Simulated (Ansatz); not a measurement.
BrClHOSi, SMILES `O[Si](Cl)Br` radical, relaxed with UKS PBE-D4/def2-SVP in Ansatz from a rough embedded geometry. The force threshold is 0.03 eV/Å; the program also tests the step.

Charge 0, multiplicity 2.

Start:

```xyz
5

O    -0.933   -0.769    0.368
Si   -0.300    0.305   -0.710
Cl    0.116    1.974    0.444
Br    1.636   -0.686   -1.342
H    -0.519   -0.824    1.239
```

How much energy does the relaxation release, and in how many steps? (An estimate is asked.)

The calculation gave: 16.41 kJ/mol, in 20 steps, 5 of them rejected.

Which bonds change most? (Best estimate.)

The calculation gave: Si2–Cl3 from 2.071 to 2.101 Å; O1–Si2 from 1.647 to 1.675 Å; Si2–Br4 from 2.265 to 2.244 Å; O1–H5 from 0.966 to 0.977 Å.

Give the relaxed structure. (Estimate.)

Computed: 
```xyz
5

O    -0.580   -0.983    0.531
Si   -0.173    0.200   -0.583
Cl    0.229    1.997    0.429
Br    1.652   -0.547   -1.653
H    -1.128   -0.668    1.276
```
